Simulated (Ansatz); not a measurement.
Born–Oppenheimer molecular dynamics of C₂H₁₀OSi (14 atoms, charge 0, multiplicity 1). It starts from a rough guess of a transition structure, not a stationary point.

All numbers below come from Ansatz, UKS PBE-D4/STO-3G.

| Property | Result |
| --- | --- |
| ensemble | NVE (velocity Verlet) |
| time step | 0.5 fs |
| steps asked | 150 |
| starting velocities drawn for | 300 K |
| seed | 126503 |

First frame:

```xyz
14
Properties=species:S:1:pos:R:3
Si 0.090 0.354 1.005
O 0.824 -0.576 -0.684
C 0.599 -1.855 -1.210
H -0.569 -0.897 1.431
H 1.000 0.661 2.106
C -1.320 1.569 0.638
H 1.357 0.587 -0.799
H 1.243 1.300 -0.136
H 0.158 -2.492 -0.441
H 1.548 -2.294 -1.530
H -0.083 -1.807 -2.066
H -2.137 1.431 1.339
H -0.994 2.600 0.710
H -1.716 1.420 -0.362
```

Problem. How far do the bonds stretch over the last three quarters of this one trajectory? (Pairs bonded in most of those frames.)

Solution. 
| bond | mean (Å) | spread (Å) | shortest | longest |
| --- | --- | --- | --- | --- |
| Si1–O2 | 1.765 | 0.098 | 1.64 | 1.92 |
| Si1–H4 | 1.477 | 0.044 | 1.41 | 1.55 |
| Si1–H5 | 1.474 | 0.019 | 1.44 | 1.51 |
| Si1–C6 | 1.906 | 0.041 | 1.85 | 1.97 |
| O2–C3 | 1.484 | 0.093 | 1.33 | 1.63 |
| C3–H9 | 1.122 | 0.019 | 1.09 | 1.16 |
| C3–H10 | 1.117 | 0.018 | 1.08 | 1.16 |
| C3–H11 | 1.122 | 0.019 | 1.09 | 1.15 |
| C6–H12 | 1.104 | 0.016 | 1.07 | 1.14 |
| C6–H13 | 1.105 | 0.019 | 1.06 | 1.15 |
| C6–H14 | 1.109 | 0.052 | 1.03 | 1.19 |
| H7–H8 | 0.743 | 0.040 | 0.68 | 0.81 |

Mean temperature of the second half: 1179 K. The conserved energy stayed within 0.31 meV per atom of its start (net change 0.15 meV per atom), so the integration is sound. The kinetic energy rose, since the run started high on the potential surface and went downhill. It ends in pieces (C2H8OSi + H2), so much of that is their flight and rotation, not heat. A run of 0.075 ps of so small a system gives no equilibrium averages. The orbitals were unrestricted but ended closed-shell. Limits of this set-up: minimal basis.

Run time: 3.2 min on 1 thread of AMD EPYC 9B45 (Zen 5), on a shared host, peak memory 0.13 GiB.
